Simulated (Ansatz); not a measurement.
Molecule: C4H5O2, charge 0, multiplicity 2. It need not be the lowest isomer of its formula. SMILES: O=C(C(C)=O)[CH2]
Structure (B3LYP-D3(BJ)/def2-TZVP (Ansatz, a quantum-chemistry and plane-wave program) minimum search):
```
C
O 1 1.2088
C 1 1.5000 2 123.98
H 3 1.0868 1 109.69 2 0.00
H 3 1.0919 4 110.61 1 -121.43
H 3 1.0919 4 110.61 5 -117.15
C 1 1.5425 2 120.00 3 -180.00
O 7 1.2364 1 119.53 2 -180.00
C 7 1.4191 8 123.14 1 -180.00
H 9 1.0798 7 120.70 8 180.00
H 9 1.0809 10 120.58 7 -180.00
```
Charge 0, spin multiplicity 2.

Computed values are from Ansatz. Correlated levels leave the core frozen unless marked. Open shells are spin-unrestricted. Spin-orbit coupling is left out. Non-relativistic. CBS marks a two-point X^-3 extrapolation of the correlation energy; Hartree-Fock from the larger set. [CCSD(T)-MP2]/basis is that difference in the basis named.

```json
{
  "atomisation energy De": "4749.7 kJ/mol at RI-MP2/CBS(cc-pVTZ,cc-pVQZ)+[CCSD(T)-MP2]/cc-pVTZ",
  "total_energy": "-305.4831 Eh at RI-MP2/CBS(cc-pVTZ,cc-pVQZ)+[CCSD(T)-MP2]/cc-pVTZ",
  "dipole_moment": "0.48 D at wB97M-V/def2-TZVPD",
  "T1 diagnostic": "0.028 at CCSD/cc-pVTZ"
}
```

The UHF reference is spin-contaminated (<S^2> 0.21 over the pure value in the largest basis).
